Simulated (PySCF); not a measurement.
All of these have the formula C3H6N2O2Si. Method used: PySCF, TDDFT wB97X-D/def2-SVPD, vertical, gas phase, core orbitals frozen in the response. Geometries: GFN2-xTB; one conformer of each isolated species. Triplets are in the Tamm–Dancoff approximation. 'Strongest' means the level of largest summed f among the lowest 8 singlets; it needn't be the same kind of state in each.

Problem. Rank by computed lowest singlet excitation energy, lowest first.
A. `C[SiH2]Oc1ncon1`
B. `[SiH3]OCc1ncno1`
C. `CC(=O)O[Si@@H](N)C#N`
D. `C#C[Si@@](N)(O)NC=O`
E. `C[SiH2]Oc1ncno1`

Solution. D (5.72 eV), C (5.87 eV), B (6.19 eV), A (6.32 eV), E (6.62 eV).

| SMILES | S1 (eV) | strongest (eV) | LUMO (eV) | T1 (eV) | α (au) | gap (eV) | S1 mainly |
| --- | --- | --- | --- | --- | --- | --- | --- |
| C#C[Si@@](N)(O)NC=O | 5.72 | 7.33 | 1.40 | 5.19 | 78.0 | 11.28 | H→L (50%) |
| CC(=O)O[Si@@H](N)C#N | 5.87 | 6.87 | 0.86 | 5.39 | 75.1 | 11.10 | H-1→L+2 (52%) |
| [SiH3]OCc1ncno1 | 6.19 | 6.93 | 0.68 | 4.72 | 76.6 | 11.04 | H-2→L (61%) |
| C[SiH2]Oc1ncon1 | 6.32 | 8.42 | 1.03 | 4.58 | 77.5 | 10.77 | H-1→L (91%) |
| C[SiH2]Oc1ncno1 | 6.62 | 6.85 | 1.44 | 4.75 | 76.7 | 11.17 | H-1→L (92%) |

H and L stand for HOMO and LUMO.

Mean S1 by what the SMILES shows (count): an aromatic ring 6.38 eV (3); a double or triple bond but no aromatic ring 5.80 eV (2).

- `C#C[Si@@](N)(O)NC=O`: Löwdin shares by element: HOMO oxygen 64%, carbon 12% or more, hydrogen 7% or more (atoms not listed hold the other 17%); LUMO carbon 50%, silicon 13% (atoms not listed hold the other 36%).
- `CC(=O)O[Si@@H](N)C#N`: Löwdin shares by element: HOMO nitrogen 57% or more, oxygen 10% or more, silicon 9%, hydrogen 5% or more (atoms not listed hold the other 19%); LUMO silicon 24%, carbon 23% or more, nitrogen 21% or more, oxygen 6% or more (atoms not listed hold the other 26%).
- `[SiH3]OCc1ncno1`: Löwdin shares by element: HOMO oxygen 28% or more, silicon 12%, nitrogen 11% or more, hydrogen 8% or more (atoms not listed hold the other 41%); LUMO nitrogen 30%, carbon 25% or more, oxygen 18% or more (atoms not listed hold the other 27%).
- `C[SiH2]Oc1ncon1`: Löwdin shares by element: HOMO nitrogen 35% or more, oxygen 34%, carbon 13% or more (atoms not listed hold the other 18%); LUMO carbon 32% or more, nitrogen 32%, oxygen 19% or more (atoms not listed hold the other 18%).
- `C[SiH2]Oc1ncno1`: Löwdin shares by element: HOMO nitrogen 48%, oxygen 17% or more, carbon 12% or more (atoms not listed hold the other 23%); LUMO carbon 36% or more, nitrogen 20% or more, oxygen 15% or more (atoms not listed hold the other 29%).
